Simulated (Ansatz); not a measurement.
Bond stretch in SeMg, lowest singlet found (which spin is the ground state isn't settled by this scan).

- RKS-PBE = restricted PBE/cc-pVDZ (Ansatz, a quantum-chemistry and plane-wave program)
- UKS-PBE = unrestricted PBE/cc-pVDZ (Ansatz)
- UKS-PBE0 = unrestricted PBE0/cc-pVDZ (Ansatz)
- FCI = full CI/cc-pVDZ, cores with 3d frozen run with Ansatz

Energies relative to the lowest point of each curve between 2.06 and 2.62 Å, where full CI is lowest, in kcal/mol; the last columns give the error against full CI:

| R / Å | RKS-PBE | UKS-PBE | UKS-PBE0 | FCI | RKS-PBE − FCI | UKS-PBE − FCI | UKS-PBE0 − FCI |
|---|---|---|---|---|---|---|---|
| 1.88 | 39.0 | 39.0 | 37.2 | 43.1 | -4.1 | -4.1 | -5.9 |
| 2.06 | 9.2 | 9.2 | 8.2 | 10.8 | -1.6 | -1.6 | -2.6 |
| 2.16 | 2.3 | 2.3 | 1.8 | 3.0 | -0.7 | -0.7 | -1.2 |
| 2.25 | 0.0 | 0.0 | 0.0 | 0.1 | -0.1 | -0.1 | -0.1 |
| 2.36 | 0.5 | 0.3 | 0.9 | 0.0 | 0.5 | 0.3 | 0.9 |
| 2.46 | 3.2 | 2.3 | 3.1 | 2.2 | 1.0 | 0.1 | 0.9 |
| 2.58 | 8.1 | 6.2 | 5.3 | 6.7 | 1.4 | -0.5 | -1.4 |
| 2.62 | 10.0 | 7.6 | 5.9 | 8.4 | 1.6 | -0.8 | -2.5 |

RKS-PBE is furthest from FCI at 1.88 (-4.1 kcal/mol, below); its mean absolute error over the points is 1.4 kcal/mol.

UKS-PBE is furthest from FCI at 1.88 (-4.1 kcal/mol, below); its mean absolute error over the points is 1.0 kcal/mol.

UKS-PBE0 is furthest from FCI at 1.88 (-5.9 kcal/mol, below); its mean absolute error over the points is 1.9 kcal/mol.

The scan ran from 1.88 to 8.82 Å; beyond the distances shown full CI changes its symmetry label. The restricted form behind RKS-PBE keeps the bonding electrons paired and can't separate into open-shell fragments. The unrestricted determinant behind UKS-PBE is spin-contaminated at 2.36 to 2.62 Å (<S²> up to 0.6, against 0.00 for a pure singlet). The unrestricted determinant behind UKS-PBE0 is spin-contaminated at 2.36 to 2.62 Å (<S²> up to 1.0, against 0.00 for a pure singlet). Also computed but left out beside FCI, since their determinant holds another spin at the minimum (<S²> over 0.7 above the pure value): UHF, UMP2, UCCSD, UCCSD(T), UCCSDT, UCCSDT(Q), UMP2/6-31G*, UHF/3-21G.
